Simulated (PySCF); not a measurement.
KCl, SMILES [K][Cl]. Heavy atoms are numbered as in [K:1][Cl:2].

Geometry: PBE0-D3(BJ)/def2-TZVPD.

Level of theory: PBE0/pcSseg-2 (PySCF).

GIAO shieldings, no solvent; atoms alike by connectivity are averaged. δ = σ(ref) − σ: ³⁵Cl against HCl (σ = 943.3 ppm), references at their B3LYP-D3(BJ)/def2-TZVP geometries, non-relativistic (without spin–orbit terms, shifts of atoms bonded to Cl or Br come out too high).

```json
[
 {"nucleus": "³⁵Cl", "atoms": "Cl2", "count": "1", "δ (ppm)": "-32.7"}
]
```
